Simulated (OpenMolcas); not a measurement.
**Ge²⁺: effect of the IPEA shift**

```json
{"Program": "OpenMolcas", "Basis": "ANO-R3 [7s6p5d4f2g]", "Scalar Hamiltonian": "X2C, finite nucleus", "Active space": "2 electrons in 4 orbitals (4s 4p)", "State averaging": "2S+1 = 3 even, 3 roots; 2S+1 = 1 even, 7 roots; 2S+1 = 3 odd, 3 roots; 2S+1 = 1 odd, 3 roots", "Spin-orbit coupling": "state interaction with AMFI integrals over the reference wave functions, term energies averaged over their components"}
```

Methods on the same reference wave functions:
A. CASSCF
B. MS-CASPT2, IPEA 0.25 Eh, imaginary shift 0.1 Eh (closed shells correlated: 3d)
C. MS-CASPT2, IPEA 0.5 Eh, imaginary shift 0.1 Eh (closed shells correlated: 3d)

Energies in cm-1 above 4s2 1S0, the measured ground level; measured values from Sugar and Musgrove, J. Phys. Chem. Ref. Data 22, 1213 (1993).

```tsv
Level	A	B	C	Measured
4s2 1S0	0.0	0.0	0.0	0.0
4s 4p 3P* 0	57890	60950	61080	61734
4s 4p 3P* 1	58555	61610	61740	62500
4s 4p 3P* 2	59941	63000	63130	64144
4s 4p 1P* 1	98164	91940	92590	91873
4p2 3P0	143980	147260	147480	147685
4p2 3P1	144735	148050	148280	148640
4p2 3P2	145973	148860	149280	150372
4p2 1D2	156272	151060	152340	144975
4p2 1S0	179248	172630	173270	174114
```

Deviations, from unrounded energies. A percentage is the sum of absolute deviations over the sum of measured energies, with the sign that they share, or ± where signs differ.

```csv
Against measurement,Levels,A,B,C
mean absolute deviation (cm-1),9,5200,1400,1400
other configurations (%),9,±4.5,±1.2,±1.2
```

B, C lie about equally close to measurement and A furthest from it. The largest miss of B in the table is 4p2 1D2, by +6100 cm-1. The ranking rests on the paired levels alone, and a cruder setting can come out closer through cancelling errors.

Between B and C the level of the table that moves most is 4p2 1D2, by 1300 cm-1 (lowest in B, highest in C). Moves below CASPT2's spread within the term are not significant.

The two smallest mean deviations differ by little beside CASPT2's spread within terms, so their order carries little weight.

The lowest spin-free term lies below A's lowest term by 0.493 hartree in B, 0.492 hartree in C.

CASPT2 breaks the degeneracy within a term, and the mean is taken; among the terms shown or strongly mixed into the levels shown the widest spread is 10 cm-1 (4p2 1D, C). Over all roots computed the reference weight is 0.90 to 0.96 in B; the roots of lowest weight are the least certain, and an intruder state may touch them. The ¹D term of p² mixes with s d, which this space lacks. Some levels mix across a computed gap that differs much from the measured one, so their mixing is not that of the real levels (holds for B; C). Computed and measured levels are paired by configuration, term and J; levels that our copy of the source lacks, or whose pairing is in doubt (as where it misses far off the trend of its configuration), stay unpaired and out of the deviations. Levels of configurations outside the active space are missing.

* marks odd parity.
